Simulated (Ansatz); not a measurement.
The same atomization along the group F, Cl, Br.

Isolated molecules relaxed with PBE0-D4/def2-TZVP in Ansatz; ΔE leaves out vibrations. CBS: MP2 limit from def2 TZ/QZ plus the TZ coupled-cluster correction, frozen cores. This one scheme is used for every species, atoms too. Functionals use def2-TZVPP. No spin–orbit coupling; open shells (•) take unrestricted orbitals. Spin–orbit coupling would lower the free atoms: a little for C, Cl, F; clearly for Br. Bonds to Br, Mg are less sure, by a few kJ/mol each and by 10 to 20 or more in all where they break to atoms, as the def2 sets lack core-valence functions. Scalar relativity is left out up to krypton. Each species was taken in one conformer, which may not be the lowest.

```
                                        reaction  B2PLYP (kJ/mol)  PBE0-D4 (kJ/mol)  r2SCAN-D4 (kJ/mol)
  `C[CH2][Mg][F]` → 2 C• + F• + 5 H• + Mg (atom)             3178              3205                3222
`C[CH2][Mg][Cl]` → 2 C• + Cl• + 5 H• + Mg (atom)             3056              3101                3113
`C[CH2][Mg][Br]` → 2 C• + Br• + 5 H• + Mg (atom)             3011              3056                3069
```

Question: Give the CCSD(T)/CBS values in the same order. (An estimate is asked.)

Answer: The calculation gave: 3226, 3105, 3064 kJ/mol.

Largest T1 diagnostic: 0.010, for `C[CH2][Mg][F]`.

For atomizations the MP2-based limit and the directly extrapolated one differ by several kJ/mol either way, and by 10 to 25 for some Ge, Se and Sn compounds, so smaller differences from it don't rank the levels.
